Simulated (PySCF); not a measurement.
Species: C2H5FSSi2.
SMILES with atom numbers: `[CH:1]#[C:2][Si@H:3]([F:4])[S:5][SiH3:6]` (hydrogens: H7 on C1; H8 on Si3; H9, H10, H11 on Si6)

A GFN2-xTB structure was refined with PBE0-D3(BJ)/def2-SVP geometry optimisation, gas phase in PySCF. Its GFN2-xTB values:

| coordinate | GFN2-xTB |
| --- | --- |
| C1≡C2 | 1.173 Å |
| C1–H7 | 1.079 Å |
| C2–Si3 | 1.835 Å |
| Si3–F4 | 1.619 Å |
| Si3–S5 | 2.161 Å |
| Si3–H8 | 1.418 Å |
| S5–Si6 | 2.162 Å |
| Si6–H9 | 1.476 Å |
| C1–C2–Si3 | 176.1° |
| C2–Si3–F4 | 106.3° |
| C2–Si3–S5 | 110.4° |
| Si3–S5–Si6 | 103.1° |
| F4–Si3–S5 | 106.8° |
| C2–Si3–S5–Si6 | 62° |

**Question.** How do these coordinates change at the PBE0-D3(BJ)/def2-SVP level?

**Answer.** 
| coordinate | PBE0-D3(BJ)/def2-SVP (Å or °) | change |
| --- | --- | --- |
| Si3–H8 | 1.479 | +0.061 |
| C1≡C2 | 1.217 | +0.044 |
| Si3–S5 | 2.122 | -0.039 |
| Si6–H9 | 1.490 | +0.014 |
| C2–Si3 | 1.823 | -0.012 |
| S5–Si6 | 2.165 | +0.003 |
| C1–H7 | 1.076 | -0.003 |
| Si3–F4 | 1.620 | +0.001 |
| F4–Si3–S5 | 111.0 | +4.2 |
| Si3–S5–Si6 | 100.6 | -2.5 |
| C1–C2–Si3 | 177.8 | +1.7 |
| C2–Si3–F4 | 107.1 | +0.8 |
| C2–Si3–S5 | 110.1 | -0.3 |
| C2–Si3–S5–Si6 | 37 | -25 |

The energy falls by 6.2 kcal/mol over 11 energy and gradient evaluations, the largest force component goes from 0.1010 to 3.2e-04 Eh/bohr, and the atoms move by 0.553 Å rms after alignment. The bond that changes most is Si3–H8 (fluorine-bound silicon to Si–H hydrogen), which lengthens by 0.061 Å. Bonds longer at the end by more than 0.005 Å: 5 of 10; shorter: 2. Among the dihedrals that turn most is H8–Si3–S5–Si6, from -169° to 160°. Rotational constants go from 2322, 1295, 1111 to 2133, 1507, 1087 MHz.

The run used 121 basis functions and 82 SCF cycles in all. Hardware: Arm Neoverse V2, one thread (shared host). Cost: 63 s, 0.52 GiB resident at most.

No PBE0-D3(BJ)/def2-SVP frequencies stand behind this structure, so it isn't proved a minimum. One conformer, not necessarily the lowest.
